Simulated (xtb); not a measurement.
ethylenediamine (C2H8N2), singlet, at a GFN2-xTB geometry; GFN2-xTB (xtb 6.7.1).

xtb was given this input:
```
$ xtb coord --gfn 2 --json

# file coord
$coord
      3.4088614227       0.7299402961      -0.4241082295  n
      1.0524720236       0.3344850956       0.9301486720  c
     -1.0486502037      -0.3485953027      -0.9292837444  c
     -3.3246856511      -1.0407175492       0.4431582562  n
      4.8231816628       1.1337361429       0.8037557008  h
      3.2404181523       2.2127947611      -1.6296703679  h
      0.4513943063       1.9910922434       2.0502702642  h
      1.3170698504      -1.2455215312       2.2313916126  h
     -0.4424634417      -1.9835278587      -2.0334573520  h
     -1.3280701540       1.2455975549      -2.2486728746  h
     -4.7115730773      -1.5457953841      -0.7784973002  h
     -3.9621187511       0.4517259343       1.4663405642  h
$end
```

What the program printed (banner, timings and long lists left out):

```
   ID    Z sym.   atoms
    1    7 n      1, 4
    2    6 c      2, 3
    3    1 h      5-12

           -------------------------------------------------
          |                Calculation Setup                |
           -------------------------------------------------

           -------------------------------------------------
          |                 G F N 2 - x T B                 |
           -------------------------------------------------

          ...................................................
          :                      SETUP                      :
          :.................................................:
          :  # basis functions                  24          :
          :  # atomic orbitals                  24          :
          :  # shells                           16          :
          :  # electrons                        26          :
          :  max. iterations                   250          :
          :  Hamiltonian                  GFN2-xTB          :
          :  restarted?                      false          :
          :  GBSA solvation                  false          :
          :  PC potential                    false          :
          :  electronic temp.          300.0000000     K    :
          :  accuracy                    1.0000000          :
          :  -> integral cutoff          0.2500000E+02      :
          :  -> integral neglect         0.1000000E-07      :
          :  -> SCF convergence          0.1000000E-05 Eh   :
          :  -> wf. convergence          0.1000000E-03 e    :
          :  Broyden damping             0.4000000          :
          :  net charge                          0          :
          :  unpaired electrons                  0          :
          ...................................................

 iter      E             dE          RMSdq      gap      omega  full diag
   1    -14.3174924 -0.143175E+02  0.330E+00   10.28       0.0  T
   2    -14.3393226 -0.218302E-01  0.179E+00   10.54       1.0  T
   3    -14.3404221 -0.109954E-02  0.700E-01   10.56       1.0  T
   4    -14.3405174 -0.952949E-04  0.749E-02   10.51       1.0  T
   5    -14.3405201 -0.271017E-05  0.319E-02   10.50       1.0  T
   6    -14.3405206 -0.500717E-06  0.401E-03   10.50       7.2  T
   7    -14.3405206 -0.159063E-07  0.999E-04   10.50      28.9  T
   8    -14.3405206 -0.222114E-08  0.253E-04   10.50     113.9  T

   *** convergence criteria satisfied after 8 iterations ***

         :::::::::::::::::::::::::::::::::::::::::::::::::::::
         ::                     SUMMARY                     ::
         :::::::::::::::::::::::::::::::::::::::::::::::::::::
         :: total energy             -14.168875957743 Eh    ::
         :: gradient norm              0.000041807821 Eh/a0 ::
         :: HOMO-LUMO gap             10.504851412346 eV    ::
         ::.................................................::
         :: SCC energy               -14.340519105992 Eh    ::
         :: -> isotropic ES            0.021853405029 Eh    ::
         :: -> anisotropic ES          0.005471206309 Eh    ::
         :: -> anisotropic XC          0.014240489383 Eh    ::
         :: -> dispersion             -0.005007866543 Eh    ::
         :: repulsion energy           0.171643148249 Eh    ::
         :: add. restraining           0.000000000000 Eh    ::
         :: total charge               0.000000000000 e     ::
         :::::::::::::::::::::::::::::::::::::::::::::::::::::

           -------------------------------------------------
          |                Property Printout                |
           -------------------------------------------------

    * Orbital Energies and Occupations

         #    Occupation            Energy/Eh            Energy/eV
      -------------------------------------------------------------
         1        2.0000           -0.6335347             -17.2394
         2        2.0000           -0.6162187             -16.7682
         3        2.0000           -0.5805101             -15.7965
         4        2.0000           -0.5631854             -15.3251
         5        2.0000           -0.5320905             -14.4789
         6        2.0000           -0.5234568             -14.2440
         7        2.0000           -0.5057340             -13.7617
         8        2.0000           -0.4960743             -13.4989
         9        2.0000           -0.4728539             -12.8670
        10        2.0000           -0.4447774             -12.1030
        11        2.0000           -0.4398643             -11.9693
        12        2.0000           -0.3675695             -10.0021
        13        2.0000           -0.3639920              -9.9047 (HOMO)
        14                          0.0220542               0.6001 (LUMO)
        15                          0.0827820               2.2526
        16                          0.1165926               3.1726
        17                          0.1299588               3.5364
        18                          0.1492075               4.0601
        19                          0.1527919               4.1577
        20                          0.1537157               4.1828
        21                          0.2346394               6.3849
        22                          0.2434480               6.6246
        23                          0.2441577               6.6439
        24                          0.2867616               7.8032
      -------------------------------------------------------------
                  HL-Gap            0.3860462 Eh           10.5049 eV
             Fermi-level           -0.1709689 Eh           -4.6523 eV

     #   Z          covCN         q      C6AA      α(0)
     1   7 n        2.630    -0.342    28.817     7.973
     2   6 c        3.732     0.018    20.353     6.439
     3   6 c        3.732     0.018    20.353     6.439
     4   7 n        2.630    -0.342    28.817     7.973
     5   1 h        0.860     0.139     1.476     1.903
     6   1 h        0.860     0.135     1.509     1.924
     7   1 h        0.922     0.002     3.023     2.719
     8   1 h        0.924     0.048     2.350     2.397
     9   1 h        0.924     0.048     2.350     2.397
    10   1 h        0.922     0.002     3.023     2.719
    11   1 h        0.860     0.139     1.476     1.903
    12   1 h        0.860     0.135     1.509     1.924

 Mol. C6AA /au·bohr⁶  :        969.649114
 Mol. C8AA /au·bohr⁸  :      19180.663324
 Mol. α(0) /au        :         46.711167

Wiberg/Mayer (AO) data.
largest (>0.10) Wiberg bond orders for each atom

 ---------------------------------------------------------------------------
     #   Z sym  total        # sym  WBO       # sym  WBO       # sym  WBO
 ---------------------------------------------------------------------------
     1   7 n    3.000 --     2 c    1.026     6 h    0.968     5 h    0.968
     2   6 c    3.986 --     1 n    1.026     3 c    1.001     8 h    0.975
                             7 h    0.969
     3   6 c    3.986 --     4 n    1.026     2 c    1.001     9 h    0.975
                            10 h    0.969
     4   7 n    3.000 --     3 c    1.026    12 h    0.968    11 h    0.968
     5   1 h    0.980 --     1 n    0.968
     6   1 h    0.982 --     1 n    0.968
     7   1 h    1.000 --     2 c    0.969
     8   1 h    0.998 --     2 c    0.975
     9   1 h    0.998 --     3 c    0.975
    10   1 h    1.000 --     3 c    0.969
    11   1 h    0.980 --     4 n    0.968
    12   1 h    0.982 --     4 n    0.968
 ---------------------------------------------------------------------------

Topologies differ in total number of bonds
Writing topology from bond orders to xtbtopo.mol

molecular dipole:
                 x           y           z       tot (Debye)
 q only:       -0.071       0.261      -0.016
   full:       -0.239       0.884      -0.054       2.332
molecular quadrupole (traceless):
                xx          xy          yy          xz          yz          zz
 q only:        1.188       0.661      -0.786       1.172       0.353      -0.403
  q+dip:        0.877       0.543      -0.083       3.706       0.973      -0.794
   full:        1.609       0.947      -0.781       3.497       0.964      -0.828

           -------------------------------------------------
          | TOTAL ENERGY              -14.168875957743 Eh   |
          | GRADIENT NORM               0.000041807821 Eh/α |
          | HOMO-LUMO GAP              10.504851412346 eV   |
           -------------------------------------------------

normal termination of xtb
```
